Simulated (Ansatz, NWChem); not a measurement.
C2H3I (vinyl iodide): from total energies to a heat of formation

C2H3I has 6 atoms, charge 0, and is taken as a singlet. As SMILES, `C=CI`. The coordinates come from a PBE0-D4/def2-TZVP relaxation.

Total energies at HF/def2-SVP (core potential) (NWChem 7.3.0); the atoms run unrestricted:

| species | state | energy (Eh) |
| --- | --- | --- |
| C2H3I | singlet | -374.041358 |
| C | triplet | -37.645230 |
| I | doublet | -296.649606 |
| H | doublet | -0.499278 |

Harmonic wavenumbers at PBE0-D4/def2-TZVP, in cm⁻¹: 312, 560, 563, 948, 986, 1004, 1260, 1407, 1667, 3154, 3220, 3250.

Measured heats of formation of the gaseous atoms at 298.15 K, in kJ/mol: C 716.9, I 106.8, H 218.0. Spin-orbit lowering of the atoms at 298 K (mean of the ground term's levels less their thermal mean, from spectra), in kJ/mol: C 0.02, I 30.32. Take 1 Eh = 2625.50 kJ/mol, 1 cm⁻¹ = 0.0119627 kJ/mol, RT = 2.479 kJ/mol.

Work out the heat of formation of the gas at 298 K.


1. Electronic atomisation energy: 2 × (-37.645230) + (-296.649606) + 3 × (-0.499278) − (-374.041358) = 0.603458 Eh = 1584.4 kJ/mol.
2. Zero-point energy: half the sum of the wavenumbers, 9165.5 cm⁻¹ = 109.6 kJ/mol.
3. Thermal vibrational enthalpy, Σ hcν̃/(exp(hcν̃/kT) − 1): 2.4 kJ/mol. Translation, rotation and pV of a non-linear molecule: 4 RT = 9.9 kJ/mol.
4. The 6 free atoms carry 5/2 RT each: 37.2 kJ/mol.
5. Spin-orbit coupling lowers the free atoms by 2 × 0.02 + 30.32 = 30.4 kJ/mol.
6. Atomisation enthalpy at 298 K: 1584.4 − 30.4 − 109.6 − 2.4 − 9.9 + 37.2 = 1469.3 kJ/mol.
7. Sum of the atoms' heats of formation: 2194.6 kJ/mol. Heat of formation: 2194.6 − 1469.3 = +725.3 kJ/mol.

The tabulated value is +130.6 kJ/mol (Active Thermochemical Tables), so this level is off by +594.7 kJ/mol, or 28.8 % of the atomisation enthalpy that the table implies (2063.9 kJ/mol). Hartree–Fock leaves out correlation, which is larger in the molecule than in the atoms, so it underbinds and puts the heat of formation too high. The molecule's own second-order spin-orbit lowering, which matters beside iodine, is left out. Anharmonicity and any spin-orbit splitting of the molecule are left out.
